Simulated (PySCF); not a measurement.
**How methods differ on the excitation energy of Sb**

Sb [Kr] 4d10 5s2 5p3 (4S) → Sb [Kr] 4d10 5s1 5p3 5d1 (6D), as a difference of total energies. Computed with PySCF 2.14 in aug-cc-pwCVTZ-PP with ECP28MDF, with a scalar-relativistic core potential. Correlated levels: valence: 4s2 4p6 4d10 frozen; valence and next inner shell: nothing frozen outside the core potential. The calculations carry no spin-orbit coupling.

```json
{"method": "UHF", "excitation energy (cm⁻¹)": "89025"}
{"method": "LDA", "excitation energy (cm⁻¹)": "110870"}
{"method": "PBE", "excitation energy (cm⁻¹)": "107490"}
{"method": "PBE0", "excitation energy (cm⁻¹)": "105050"}
{"method": "r2SCAN", "excitation energy (cm⁻¹)": "104380"}
{"method": "TPSS", "excitation energy (cm⁻¹)": "106370"}
{"method": "PW91", "excitation energy (cm⁻¹)": "107810"}
{"method": "M06-L", "excitation energy (cm⁻¹)": "108400"}
{"method": "HSE06", "excitation energy (cm⁻¹)": "105470"}
{"method": "MP2 (valence)", "excitation energy (cm⁻¹)": "98066"}
{"method": "SCS-MP2 (valence)", "excitation energy (cm⁻¹)": "100900"}
{"method": "MP2 (valence and next inner shell)", "excitation energy (cm⁻¹)": "107200"}
{"method": "SCS-MP2 (valence and next inner shell)", "excitation energy (cm⁻¹)": "108220"}
```

The upper state lies above the first ionisation limit, but in LS coupling its spin forbids autoionisation to the ground ion; at this Z spin-orbit coupling breaks that rule.

The promoted electron is Rydberg-like, and one or two diffuse shells describe it only roughly, which tends to raise the upper state.
